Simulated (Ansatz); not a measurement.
Basis sets compared for HgBr2⁻. Charge -1, multiplicity 2. Geometry r2SCAN-D4/def2-TZVPD. Ansatz on 4 threads of Arm Neoverse V1 on a shared host; times are rough, and most runs start from earlier orbitals.

```xyz
3

Hg    0.6415    0.1903   -0.0220
Br    0.1307   -1.8255   -1.7954
Br   -0.7722    1.6352    1.8174
```

In the def2 sets Hg takes a core potential; there is no spin–orbit coupling. The structure comes from a short search, and lower isomers may exist.

```csv
level,functions,energy (Eh),HOMO (eV),LUMO (eV),wall time
PBE-D4/def2-SVPD,117,-5300.6006,-0.49,-0.03,2 s
PBE0-D4/def2-SVPD,117,-5300.7370,-1.37,0.71,3.3 s
```

Estimate the rows for PBE-D4/def2-TZVPD, PBE0-D4/def2-TZVPD.


| level | functions | energy (Eh) | HOMO (eV) | LUMO (eV) | wall time |
| --- | --- | --- | --- | --- | --- |
| PBE-D4/def2-TZVPD | 160 | -5301.2231 | -0.48 | 0.00 | 3.1 s |
| PBE0-D4/def2-TZVPD | 160 | -5301.3593 | -1.34 | 0.75 | 4.8 s |
